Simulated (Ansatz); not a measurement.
# Stretch profile

SnHF₃ (SMILES [F][SnH]([F])[F]), closed shell, at its PBE0-D4/def2-TZVP minimum:

F1  (-0.324, -0.548, 1.728)
Sn2  (0.127, -0.007, -0.027)
F3  (-0.795, 1.623, -0.288)
F4  (-0.743, -1.247, -1.159)
H5  (1.784, 0.104, -0.294)
(Å)

The bond length Sn2–H5 (1.682 Å at the minimum) is set to the values below, the two halves moving rigidly along the bond. Each method's energies count from its own value at the PBE0-D4 minimum structure. Ansatz 0.2.0; basis: def2-TZVPP; cores frozen in the correlated methods. Filled d shells of the heavier atoms are correlated. Core potentials replace the inner electrons of the atoms past krypton. The def2 sets are not built for correlating such inner shells, so the correlated values are less sure here.

CCSD(T) energies along the scan:
```json
{"bond length (Å)": "1.514", "CCSD(T) (kcal/mol)": "5.64"}
{"bond length (Å)": "1.548", "CCSD(T) (kcal/mol)": "3.29"}
{"bond length (Å)": "1.597", "CCSD(T) (kcal/mol)": "1.10"}
{"bond length (Å)": "1.655", "CCSD(T) (kcal/mol)": "0.03"}
{"bond length (Å)": "1.719", "CCSD(T) (kcal/mol)": "0.37"}
{"bond length (Å)": "1.788", "CCSD(T) (kcal/mol)": "2.12"}
{"bond length (Å)": "1.861", "CCSD(T) (kcal/mol)": "5.11"}
{"bond length (Å)": "1.938", "CCSD(T) (kcal/mol)": "9.16"}
{"bond length (Å)": "2.018", "CCSD(T) (kcal/mol)": "14.01"}
```
They count from the CCSD(T) energy at the PBE0-D4 minimum.

Minimum and curvature along this coordinate at CCSD(T): A fifth-order fit through the nearest points gives 1.671 Å, with a curvature of about 16 eV/Å².

**Question.** Treat the two halves as rigid bodies and work out the harmonic wavenumber of this stretch from that curvature (ν̃ = 521.5 √(k/μ) cm⁻¹ with k in eV/Å² and μ in u).

**Answer.** The halves weigh 175.71 and 1.01 u, so μ = 175.71 × 1.01/176.72 = 1.004 u and ν̃ = 521.5 √(16/1.004) ≈ 2100 cm⁻¹. A true normal mode mixes in other motions, so this is a guide only.

Largest difference from the CCSD(T) curve over the scan: PBE-D4 3.41; r2SCAN-D4 1.51; HF 1.59 kcal/mol. Each curve counts from its own value at the minimum.

No T1 diagnostic of these runs exceeds 0.016.

For scale, one of the runs: CCSD(T)/def2-TZVPP, 157 basis functions (an equivalent command: `ansatz run in.yaml --threads 4`). Time: 14 s of wall clock on 4 CPU threads; the host was shared. Peak host memory: 1.4 GiB.
